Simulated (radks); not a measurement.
Task: These are the eigenvalues of the occupied orbitals of an atom or ion with whole-number occupations (eV). Calculated with a radial shooting solver on a logarithmic mesh with Libxc functionals: non-relativistic Kohn-Sham, TPSS, spin-polarised, spherical densities, point nucleus; meta-GGA in the generalised Kohn-Sham scheme.

orbital  eigenvalue
1s down   -66611.69
1s up     -66611.68
2s up     -13242.94
2s down   -13228.97
2p up     -12820.84
2p down   -12810.63
3s up     -4906.538
3s down   -4892.935
3p up     -4723.680
3p down   -4708.440
3d up     -4403.682
3d down   -4383.566

Which element is it, and in what charge state? The configuration may be excited. Open shells, if any, are filled with parallel spins first.

Result: Z = 74, tungsten, charge +49: W49+ in [Ar] 3d7. The list shows which subshells hold electrons but not how many an open one holds; the 1s level, -2447.9 hartree, gives Z - s = 70.0 by -(Z - s)^2/2, which with screening narrows Z to a few neighbours, and the depths of the outer levels then fix element, charge and occupations together.
